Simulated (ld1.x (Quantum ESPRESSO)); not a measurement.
**fluorine (F): excitation energies, all-electron against RRKJ**

```
Element                 : F (Z = 9)
Generator               : ld1.x (Quantum ESPRESSO) 7.5
Type                    : norm-conserving RRKJ (Kleinman–Bylander form)
Functional              : PBEsol
Relativity              : non-relativistic
Frozen core             : [He]
Valence charge          : 7
Reference configuration : 2s2 2p4.5 (charge +0.5)
Partial waves           : 2s (bound): rc 0.65 bohr; 2p (bound): rc 1.55 bohr; 3d channel at -0.1 Ry: rc 1.55 bohr
Local potential         : the d channel
Core correction         : a·sin(br)/r model core, default radius (core density twice the valence density)
rho0                    : 0.01
```

Energies are relative to the spin-unpolarised reference configuration 2s2 2p4.5; without spin polarisation the order of configurations can differ from experiment. The frozen-core shift is the all-electron ΔE with the core orbitals held at their reference shape minus the fully relaxed ΔE.

| valence configuration | charge | ΔE all-electron (eV) | error AE − PS (meV) | frozen-core shift (meV) |
| --- | --- | --- | --- | --- |
| 2s2 2p4 | +1 | 11.812 | +16 | 0.0 |
| 2s2 2p3 | +2 | 50.101 | +288 | +0.8 |
| 2s2 2p2 | +3 | 110.594 | +1331 | +4.5 |
| 2s2 2p5.3 | -0.3 | -10.171 | +11 | 0.0 |
| 2s1 2p6 | 0 | 11.091 | +75 | +0.4 |
| 2s1 2p5 | +1 | 30.704 | -63 | +0.4 |

**Question.** What are ΔE and the potential's error for 2s2 2p5?

**Answer.** ΔE = -7.516 eV all-electron; the error (AE − PS) is +6.4 meV.
